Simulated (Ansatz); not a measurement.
A geometry relaxed with Ansatz (a first-principles code) with B3LYP-D3(BJ)/def2-TZVP, charge 0, multiplicity 1:

```xyz
10

C     -0.5476     0.7833     0.1523
H     -0.4057     1.1574     1.1573
C      0.5170    -0.1265    -0.3878
H     -1.4668    -1.0449    -0.7726
H      2.1968     0.2907     0.4809
H     -1.0414     1.4659    -0.5266
H     -0.8083    -1.2897     0.9124
O      1.6067    -0.4692     0.4272
C     -0.7980    -0.7022     0.0048
H      0.7473    -0.0647    -1.4477
```

**Question.** Write the SMILES of this molecule.

**Answer.** `OC1CC1`
